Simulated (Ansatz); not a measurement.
`BCBCl` + `NC[SiH](N)F` → `N[SiH](F)BCl` + `BCCN`  (redistribution)

Computed with Ansatz on PBE0-D4/def2-TZVP structures; ΔE is electronic, products minus reactants. CCSD(T)/CBS is the MP2 limit (def2-TZVPP, def2-QZVPP) plus CCSD(T) − MP2 in def2-TZVPP, frozen cores. DFT in def2-TZVPP. One conformer a species, not always the lowest.

| level | ΔE (kJ/mol) |
| --- | --- |
| PBE0-D4 | 87.8 |
| B2PLYP | 89.7 |

(1) What does CCSD(T)/CBS give? (Estimate.)

Largest T1 diagnostic among the species: 0.013.

Answers

(1) Ansatz gave: +88.2 kJ/mol. The listed levels differ from it by -0.4, 1.5 kJ/mol.

In def2-TZVPP, CCSD(T) changes the Hartree–Fock value by +4.4 kJ/mol (the triples alone add +0.6 kJ/mol) and MP2 by +12.3 kJ/mol.
